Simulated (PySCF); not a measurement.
C5H5Cl, SMILES C(Cl)=C=CC=C.

The structure is a stationary point at PBE0-D3(BJ)/def2-SVP. This is a generated structure with no PubChem entry under its InChIKey; it may be hypothetical. The values are those of a single conformer.

Two levels are set side by side: TDDFT-PBE/def2-SVPD (PySCF) and TDDFT-CAM-B3LYP/def2-SVPD (PySCF). Vertical, same geometry. The lowest singlet is HOMO−1→LUMO 99 % with PBE and HOMO−1→LUMO 92 % with the other functional; states are paired by order. Differences are taken from unrounded values.

| quantity | TDDFT-PBE |
|---|---|
| lowest singlet excitation (eV) | 3.96 |
| lowest triplet excitation (TDA) (eV) | 3.09 |
| first bright state (f over 0.05) (eV) | 5.10 |
| its oscillator strength | 0.55 |

**Question.** These are the TDDFT-PBE values. What does TDDFT-CAM-B3LYP give? (Estimate from the structure and the level; the computed values follow.)

**Answer.** 
```
quantity                               TDDFT-CAM-B3LYP  TDDFT-PBE minus TDDFT-CAM-B3LYP
-------------------------------------  ---------------  -------------------------------
lowest singlet excitation (eV)                    4.72                            -0.75
lowest triplet excitation (TDA) (eV)              3.16                            -0.07
first bright state (f over 0.05) (eV)             5.66                            -0.56
its oscillator strength                           0.74                            -0.19
```

Functionals without exact exchange tend to place singlet excitations lower, as here. Differences between two approximate levels are no errors against the true value.

Rough cost on one machine, each run with all the roots and properties that it gave: TDDFT-CAM-B3LYP against TDDFT-PBE about 7 times.
